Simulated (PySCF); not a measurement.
A structure optimised at TPSSh-D3(BJ)/def2-SVP, used in a PySCF frequency run:

```
C
C 1 1.3353
F 1 1.3607 2 120.36
H 2 1.0913 1 119.28 3 180.00
H 2 1.0934 4 119.01 1 180.00
Si 1 1.8796 2 126.50 4 0.00
F 6 1.6308 1 106.31 2 0.00
H 6 1.4817 7 109.06 4 119.52
H 6 1.4817 8 110.67 7 -119.98
```
Charge 0, spin multiplicity 1.

Question: Write its SMILES, formula and point group.

Answer: C=C(F)[SiH2]F, C₂H₄F₂Si, Cs

Question: What are its rotational constants (standard atomic weights)?

Answer: 7.2069, 2.6475, 1.9817 GHz
